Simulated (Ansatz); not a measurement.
Geometry optimisation, RKS PBE0/def2-SVP (Ansatz 0.2.0).

Input file:

```yaml
crystal:
  periodic: [false, false, false]
  atoms:
    - { symbol: "N", position_ang: [0.1116, 1.4682, 1.4717] }
    - { symbol: C, position_ang: [-0.5004, 0.7482, 0.3501] }
    - { symbol: Si, position_ang: [0.5438, -0.7383, -0.0184] }
    - { symbol: B, position_ang: [-0.113, -1.7408, -1.476] }
    - { symbol: F, position_ang: [-0.3633, -1.1348, -2.7802] }
    - { symbol: H, position_ang: [0.9404, 1.9918, 1.1262] }
    - { symbol: H, position_ang: [-0.5818, 2.2838, 1.691] }
    - { symbol: H, position_ang: [-1.4761, 0.413, 0.6118] }
    - { symbol: H, position_ang: [-0.5574, 1.4028, -0.5175] }
    - { symbol: H, position_ang: [1.9313, -0.2924, -0.3467] }
    - { symbol: H, position_ang: [0.6359, -1.5902, 1.2138] }
    - { symbol: H, position_ang: [-0.4939, -2.8666, -1.2917] }
basis:
  gaussian: { orbitals: def2-SVP }
hamiltonian:
  xc: pbe0
relax:
  f_tol: 0.015
  max_steps: 40
```

Launched with:

```bash
$ ansatz run input.yaml --threads 2 --pin off --max-ram 3072MiB --backend cpu --events-out ev --progress --plain --runs-dir out
```

Problem. Where does it end, and by what steps?

Solution. The forces met the threshold. The force dipped under the threshold on the way, but the program's further checks kept it going. After 26 steps the energy has fallen by 0.793 eV; H12 moved furthest, 0.99 Å.

| step | energy less start (eV) | largest force component (eV/Å) | accepted |
| --- | --- | --- | --- |
| 0 | 0.0000 | 4.621 | yes |
| 1 | -0.4593 | 3.678 | yes |
| 2 | -0.6447 | 1.278 | yes |
| 3 | -0.7227 | 1.157 | yes |
| 4 | -0.7555 | 0.364 | yes |
| 5 | -0.7616 | 0.223 | yes |
| 6 | -0.7668 | 0.100 | yes |
| 7 | -0.7687 | 0.065 | yes |
| 8 | -0.7703 | 0.107 | yes |
| 9 | -0.7723 | 0.137 | yes |
| 10 | -0.7788 | 0.129 | yes |
| 11 | -0.7400 | 0.559 | no |
| 12 | -0.7820 | 0.098 | yes |
| 13 | -0.7836 | 0.214 | yes |
| 14 | -0.7854 | 0.253 | yes |
| 15 | -0.7777 | 0.581 | no |
| 16 | -0.7884 | 0.129 | yes |
| 17 | -0.7905 | 0.090 | yes |
| 18 | -0.7907 | 0.171 | yes |
| 19 | -0.7868 | 0.232 | no |
| 20 | -0.7919 | 0.092 | yes |
| 21 | -0.7927 | 0.008 | yes |
| 22 | -0.7930 | 0.025 | yes |
| 23 | -0.7909 | 0.204 | no |
| 24 | -0.7931 | 0.032 | yes |
| 25 | -0.7931 | 0.016 | yes |
| 26 | -0.7932 | 0.004 | yes |

```xyz
12
Properties=species:S:1:pos:R:3
N 0.090 1.612 1.452
C -0.464 0.852 0.345
Si 0.495 -0.761 0.066
B -0.155 -1.802 -1.561
F -1.117 -1.312 -2.330
H 1.041 1.911 1.243
H -0.448 2.460 1.621
H -1.498 0.554 0.592
H -0.536 1.392 -0.625
H 1.948 -0.438 -0.148
H 0.426 -1.642 1.277
H 0.294 -2.881 -1.897
```

The run took 71 s on 2 threads of Arm Neoverse V2, on a shared host, peak memory 0.23 GiB.
